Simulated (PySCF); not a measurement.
**UHF on C (carbon, neutral)**

Configuration: [He] 2s2 2p2, high-spin 3P determinant. Computed with PySCF 2.14 in cc-pVTZ (4s3p2d1f, 30 functions), with the non-relativistic Hamiltonian (point nucleus).

```
Total energy                                                  : -37.691569 hartree
One-electron energy                                           : -50.4524 hartree
Hartree (Coulomb) energy                                      : 17.8381 hartree
Exchange energy                                               : -5.0773 hartree
Kinetic energy                                                : 37.69455 hartree
⟨S²⟩                                                          : 2.0090
⟨L²⟩                                                          : 2.017
Sum of ⟨r⟩                                                    : 7.127 bohr
Sum of ⟨r²⟩                                                   : 13.67 bohr²
Traceless quadrupole moment −½Σ⟨3z² − r²⟩ along its main axis : 1.47 e·bohr²
Density at the nucleus (Gaussians lack the cusp)              : 123 bohr⁻³
Spin density at the nucleus                                   : -0.0224 bohr⁻³
Langevin diamagnetic susceptibility                           : -10.8 ×10⁻⁶ cm³/mol
Time after the integrals                                      : 0.14 s of wall time on 1 thread of Neoverse-N1 (shared host)
```

| shell | electrons | mean orbital energy (eV) | rms radius, mean of both spins (bohr) |
| --- | --- | --- | --- |
| 1s α | 1 | -308.69 | 0.312 |
| 1s β | 1 | -307.47 | 0.312 |
| 2s α | 1 | -22.534 | 1.75 |
| 2s β | 1 | -15.876 | 1.75 |
| 2p α | 2 | -11.911 | 1.91 |
